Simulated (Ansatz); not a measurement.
Job for Ansatz (a first-principles code): R-CCSD(T)/def2-SVP on CH4OSn (SMILES [CH3][Sn][OH]), a point of a torsion scan. Elements past Kr take the def2 small-core potentials; no spin–orbit coupling. The run froze 11 orbitals, filled d shells among them.

Ansatz 0.2 input:
```yaml
crystal:
  periodic: [false, false, false]
  atoms:
    - {symbol: C, position_ang: [-1.03215582, -0.04901712, -0.01654173]}
    - {symbol: Sn, position_ang: [0.55666964, 1.55162686, -0.35012698]}
    - {symbol: O, position_ang: [2.13712917, 0.35300110, 0.15781236]}
    - {symbol: H, position_ang: [-1.06340083, -0.73695916, -0.86555940]}
    - {symbol: H, position_ang: [-2.04455587, 0.33406257, 0.12901044]}
    - {symbol: H, position_ang: [-0.76678499, -0.63998996, 0.86179333]}
    - {symbol: H, position_ang: [2.90401144, 0.07791123, -0.33333728]}
basis:
  gaussian:
    orbitals: def2-SVP
magnetization: {spin_polarized: false}
correlation: {method: ccsd_t, electrons: outside_noble_gas}
scf: {lower_state_search: off}
```

It printed:

```
WARN ansatz: RAYON_NUM_THREADS=1 ignored (pool sized by the plan → 1); use --threads N
Functional definition: HF
these checks for a lower state are left out or cut short: stability, starts, cluster_reference, orbital_swaps, neighbouring_geometries, increment
integrals: 0.06 GiB planned
826 factors; integrals over basis functions are off by at most 1.2e-3 eV
mean field: 0.18 GiB planned
mean field evaluation 1: about -8929.2223 eV, gradient 4.4e1 eV
mean field evaluation 2: about -8929.2899 eV, gradient 4.4e1 eV
mean field evaluation 4: about -8933.6736 eV, gradient 3.5e0 eV
mean field evaluation 8: about -8933.7430 eV, gradient 9.0e-2 eV
mean field -8933.74309118 eV, -328.3090030921 hartree, gradient 2.5e-6 eV, S^2 0.000000; 0 other end points of the search recorded, 0 dependent functions left out
11 core orbitals not correlated
reference -8933.74309118 eV, -328.3090030921 hartree; 9, 9 occupied and 54, 54 virtual orbitals, 826 factors
second order -11.05277107 eV of doubles, -0.00000000 eV of singles
coupled cluster: 0.16 GiB planned
cycle   1  -11.46484818 eV  change   -4.1e-1 eV  update   1.0e-1
cycle   2  -11.78649567 eV  change   -3.2e-1 eV  update   3.6e-2
cycle   3  -11.91299882 eV  change   -1.3e-1 eV  update   2.5e-2
cycle   4  -11.91279672 eV  change    2.0e-4 eV  update   7.4e-3
cycle   5  -11.90941342 eV  change    3.4e-3 eV  update   3.8e-3
cycle   6  -11.90985971 eV  change   -4.5e-4 eV  update   1.6e-3
cycle   7  -11.90955691 eV  change    3.0e-4 eV  update   6.9e-4
cycle   8  -11.90951466 eV  change    4.2e-5 eV  update   2.5e-4
cycle   9  -11.90961973 eV  change   -1.1e-4 eV  update   1.3e-4
cycle  10  -11.90960537 eV  change    1.4e-5 eV  update   6.4e-5
cycle  11  -11.90960750 eV  change   -2.1e-6 eV  update   3.8e-5
cycle  12  -11.90962527 eV  change   -1.8e-5 eV  update   1.8e-5
cycle  13  -11.90962428 eV  change    9.9e-7 eV  update   8.7e-6
perturbative correction -0.31616698 eV, -0.0116189221 hartree
Total energy: -8945.96888243 eV, -328.7582926338 hartree
Checks for a lower state left out: stability, starts, cluster_reference, orbital_swaps, neighbouring_geometries, increment
```

The calculation finished and met its thresholds.

Cost: around 2.8 core-seconds (rough).
